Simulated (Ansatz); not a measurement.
```yaml
crystal:
  periodic: [false, false, false]
  atoms:
    - {symbol: B, position_ang: [-0.885255, 1.060861, -0.883138]}
    - {symbol: C, position_ang: [0.332418, 0.364754, -0.265158]}
    - {symbol: C, position_ang: [0.808756, 0.703276, 1.142994]}
    - {symbol: Si, position_ang: [-0.274002, -1.469688, -0.318247]}
    - {symbol: H, position_ang: [-1.070804, 1.043054, -2.005683]}
    - {symbol: H, position_ang: [-1.606346, 1.624471, -0.186717]}
    - {symbol: H, position_ang: [1.133424, 0.261292, -1.011919]}
    - {symbol: H, position_ang: [1.273735, 1.668154, 1.166815]}
    - {symbol: H, position_ang: [1.565773, -0.019528, 1.525579]}
    - {symbol: H, position_ang: [-0.042658, 0.682569, 1.834152]}
    - {symbol: H, position_ang: [-0.414395, -1.961518, -1.770628]}
    - {symbol: H, position_ang: [-1.607441, -1.560037, 0.334059]}
    - {symbol: H, position_ang: [0.718307, -2.292195, 0.422691]}
basis:
  gaussian: {orbitals: def2-mTZVP, fitting: {mean_field: def2-universal-jkfit}}
hamiltonian: {xc: {name: HF}}
correlation: {active_space: {window: {electrons: 6, orbitals: 2}}}
output: {forces: true}
```

```sh
$ ansatz run in.yaml --threads 4 --pin off --events-out ev --progress --plain --max-ram 10444MiB
```

It prints (some lines left out):

```
Functional definition: HF
515 factors; integrals over basis functions are off by at most 6.6e-1 eV
mean field evaluation 1: about -10733.8412 eV, gradient 3.3e1 eV
mean field evaluation 2: about -10736.6132 eV, gradient 1.4e1 eV
mean field evaluation 4: about -10737.2055 eV, gradient 4.9e-1 eV
mean field -10737.20743853 eV, -394.5850954253 hartree, gradient 9.5e-7 eV, S^2 0.000000; 0 other end points of the search recorded, 0 dependent functions left out
reference -10737.20743853 eV, -394.5850954253 hartree; 20, 20 occupied and 86, 86 virtual orbitals, 515 factors
Error: 6 electrons in 2 orbitals form no window around the highest filled level of the reference
```

Task: What is wrong with this run?

Result: The active space doesn't fit the electrons. The run stopped with an error.
